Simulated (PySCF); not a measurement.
# Dipole response of Cd⁺ (cadmium, charge +1)

[Kr] 4d10 5s1, 2S determinant. Computed with PySCF 2.14 in aug-cc-pwCVTZ-PP with ECP28MDF (8s8p7d4f3g, 122 functions), with a scalar-relativistic core potential. Coupled (time-dependent) response in atomic units; α is the mean over directions.

```json
{"method": "UHF", "mean α (bohr³)": "31.60", "C₆ (like pair)": "184.9", "S(−4)": "843.4"}
{"method": "PBE", "mean α (bohr³)": "21.69", "C₆ (like pair)": "127.9", "S(−4)": "309.9"}
{"method": "PBE0", "mean α (bohr³)": "23.27", "C₆ (like pair)": "136.1", "S(−4)": "380.1"}
```

S(−4) is the Cauchy moment in α(ω) = α(0) + S(−4) ω² + …

α(iu) at UHF:

```json
{"u (hartree)": "0", "α(iu) (bohr³)": "31.60"}
{"u (hartree)": "0.0500", "α(iu) (bohr³)": "29.65"}
{"u (hartree)": "0.100", "α(iu) (bohr³)": "25.21"}
{"u (hartree)": "0.200", "α(iu) (bohr³)": "16.76"}
{"u (hartree)": "0.300", "α(iu) (bohr³)": "11.82"}
{"u (hartree)": "0.500", "α(iu) (bohr³)": "7.410"}
{"u (hartree)": "0.750", "α(iu) (bohr³)": "5.172"}
{"u (hartree)": "1.00", "α(iu) (bohr³)": "4.000"}
{"u (hartree)": "1.50", "α(iu) (bohr³)": "2.697"}
{"u (hartree)": "2.00", "α(iu) (bohr³)": "1.956"}
{"u (hartree)": "3.00", "α(iu) (bohr³)": "1.156"}
{"u (hartree)": "5.00", "α(iu) (bohr³)": "0.5275"}
```

A single London oscillator, α(iu) = α/(1 + u²/ω²), gives C₆ = (3/4) ω α². Matching the computed C₆ needs ω = 4 × 184.9 / (3 × 31.60²) = 0.247 hartree.

For an ion, C₆ is the dispersion term alone; charge-induced terms of lower order in 1/R come first.

Energies and moments cover only the electrons outside the core potential.
